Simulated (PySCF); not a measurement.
**Spin–orbit doublets of 2p levels**

Species: C5H13NP2.
Structure used (PBE0-D3(BJ)/def2-SVP), in Å, numbered top down from 1:
```xyz
21
C5H13NP2 angstrom
C      3.1293    0.2704    0.3059
N      1.7989   -0.2269    0.5585
P      0.7019   -0.4554   -0.7352
C     -0.2852    1.1382   -0.7927
C     -1.2428    1.3562    0.3724
P     -2.7646    0.2808    0.1740
C     -1.9483   -1.3075   -0.3785
C     -0.5359   -1.5274    0.1478
H      3.5097   -0.1719   -0.6277
H      3.1983    1.3716    0.1979
H      3.8166   -0.0283    1.1147
H      1.4105    0.0706    1.4508
H      0.4712    1.9404   -0.8447
H     -0.8215    1.1778   -1.7577
H     -0.7323    1.1573    1.3295
H     -1.5846    2.4031    0.4147
H     -2.9038   -0.0894    1.5496
H     -1.9585   -1.3191   -1.4824
H     -2.6239   -2.1223   -0.0714
H     -0.2143   -2.5726    0.0130
H     -0.4933   -1.3248    1.2330
```

Method: delta-SCF UKS SCAN, pcX-2 on the ionised atom, pcseg-1 elsewhere, spin-free X2C in PySCF 2.14.0. Vertical ΔSCF values, vacuum level as zero. The 2p values add to the ΔSCF energy of one spin-free hole a correction within the shell (spin–orbit coupling, ligand field). The splitting includes the ligand field, and 2p3/2 is the mean of two sublevels.

When a 2p electron fills a 1s hole, the emitted photon carries the energy difference of the two hole states (Kα1 from 2p3/2, Kα2 from 2p1/2), here at the ground state's geometry.

```tsv
atom	Kα1 (eV)	Kα2 (eV)	2p3/2 binding energy (eV)
P6	2013.58	2012.69	135.95
```

Problem. What are the 1s and 2p1/2 binding energies?

Solution. 1s = Kα1 + 2p3/2, and 2p1/2 = 1s − Kα2:

```
atom           environment  1s (eV)  2p1/2 (eV)
  P6  phosphine phosphorus  2149.53      136.84
```

Problem. And the 1s levels of the other atoms?

Solution. C4/C8 (sp3 carbon bound to phosphorus) 290.13 eV; C5/C7 (sp3 carbon bound to phosphorus) 290.37 eV; C1 (N-methyl carbon) 291.47 eV; N2 (nitrogen bonded to C, P and H) 404.47 eV.

Topologically equivalent atoms share the value of their first member; where this conformer doesn't relate them by symmetry, their own values could differ. The list is incomplete; no value stands for P 2p of P3. The structure is a single PBE0-D3(BJ)/def2-SVP conformer in the gas phase; no vibrational or solvent corrections.

Time: 2.7 min wall; peak memory 0.63 GiB. Hardware: an Intel Xeon Platinum 8488C with one thread, no GPU, shared host with 96 logical CPUs at a one-minute load of 24.
